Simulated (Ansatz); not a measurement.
Gas-phase reaction 2 R1 → P1 + P2, each structure at its B3LYP-D3(BJ)/def2-TZVP stationary point, reached from a drawn start (curvature not checked).
P1: GeI4 (SMILES [I][Ge]([I])([I])[I]), charge 0, multiplicity 1.
R1: GeI3 (SMILES [I][Ge]([I])[I]), charge 0, multiplicity 2.
P2, GeI2 (SMILES [I][Ge][I]) (charge 0, multiplicity 1):
```csv
atom,x (Å),y (Å),z (Å)
Ge,0.0052,0.0051,-1.0769
I,2.0125,-0.0064,0.5482
I,-2.0177,0.0013,0.5287
```

P less R. No zero-point or thermal terms; singlets are restricted closed shells; open shells are unrestricted; no spin–orbit coupling.

Frozen-core correlation throughout. In cc and def2 sets filled d and f shells under p-block atoms count as core.

The values were computed with Ansatz (Gaussian basis) for Hartree–Fock, density functionals and correlated methods. No computed number here is a measurement. Elements past Kr take the def2 small-core potentials, without spin–orbit coupling.

Total energies in hartree:

| structure | PBE/def2-TZVPP | B3LYP/def2-TZVPP | CCSD(T)/def2-TZVPP |
|---|---|---|---|
| P1 | -3267.650137 | -3268.425556 | -3262.920346 |
| R1 | -2969.894409 | -2970.565739 | -2966.030622 |
| P2 | -2672.173928 | -2672.742846 | -2669.187755 |

**Question.** Work out the reaction energy at each level in kJ/mol (1 hartree = 2625.49964 kJ/mol), and say how far PBE/def2-TZVPP lies from CCSD(T)/def2-TZVPP.

**Answer.** 
- PBE/def2-TZVPP: (-3267.650137) + (-2672.173928) − 2 × (-2969.894409) = -0.035247 hartree = -92.5 kJ/mol
- B3LYP/def2-TZVPP: (-3268.425556) + (-2672.742846) − 2 × (-2970.565739) = -0.036924 hartree = -96.9 kJ/mol
- CCSD(T)/def2-TZVPP: (-3262.920346) + (-2669.187755) − 2 × (-2966.030622) = -0.046857 hartree = -123.0 kJ/mol
PBE/def2-TZVPP less CCSD(T)/def2-TZVPP: 30.5 kJ/mol. CCSD(T)/def2-TZVPP is the level counted from, the highest shown, and no exact or measured value.

Ansatz is a quantum-chemistry and plane-wave program.
